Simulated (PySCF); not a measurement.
Bonds (- single, = double, # triple, : aromatic): O1=C2, C2-O3, C2-C4, C4=C5, C5-C6, C6-C7, C7-C8, C8-C9, C9-C6. C4 carries H10; C5 carries H11; C6 carries H12; C7 carries H13, H14; C8 carries H15, H16; C9 carries H17, H18. Formal charges: O3 -1. Stereochemistry as in O=C([O-])/C=C/C1CCC1.

Total charge -1. H13, H16, H18 are cis to C5 on the ring; H14, H15, H17 are trans to C5 on the ring.

Geometry: GFN2-xTB; GIAO absolute shieldings from PySCF 2.14, gas phase, non-relativistic, averaged over equivalent atoms.

At B97-D/ANO-RCC-VDZP (171 basis functions, 2.7 min wall time on 1 thread of an Arm Neoverse V1, shared host):
```tsv
atoms	σ (ppm)
O3	-2.2
O1	58.4
C2	31.3
C4	46.5
C5	56.8
C6	141.2
C7/C9	153.4
C8	166.1
H11	25.37
H10	25.83
H12	28.76
H14/H17	29.77
H13/H18	29.99
H15	30.05
H16	30.05
```

Task: Predict the values at PBE0/pcSseg-1 on the same geometry.

Result: 
```
  atoms  σ at PBE0/pcSseg-1  change
     O3               -27.1   -24.9
     O1                32.5   -25.9
     C2                19.8   -11.5
     C4                35.3   -11.2
     C5                48.1    -8.7
     C6               145.4    +4.2
  C7/C9               156.8    +3.4
     C8               169.1    +3.0
    H11               25.35   -0.02
    H10               26.06   +0.23
    H12               28.87   +0.11
H14/H17               29.76   -0.01
H13/H18               29.88   -0.11
    H15               30.10   +0.05
    H16               30.15   +0.10
```

The largest change is at O1 (carboxylate oxygen). Cost: 198 basis functions, 31 s wall time on 1 thread of an Arm Neoverse V1, shared host. The order of the carbon signals is the same at both levels.
